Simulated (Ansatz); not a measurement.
Task: Name a neutral molecule of Al, Cl, Ge and H with zero-point energy (PBE0-D4/def2-TZVP) between 61 and 77 kJ/mol and LUMO energy (B3LYP/def2-TZVPP) between -2.00 and -1.70 eV (Ansatz, PBE0-D4/def2-TZVP geometry).

Result: `[Cl][Al]([Cl])[GeH3]` (69.5 kJ/mol, -1.93 eV). Other molecules can fit too; these were computed, each in one conformer that needn't be the lowest.

B3LYP here is the variant with VWN-RPA as its local correlation; programs differ in this.
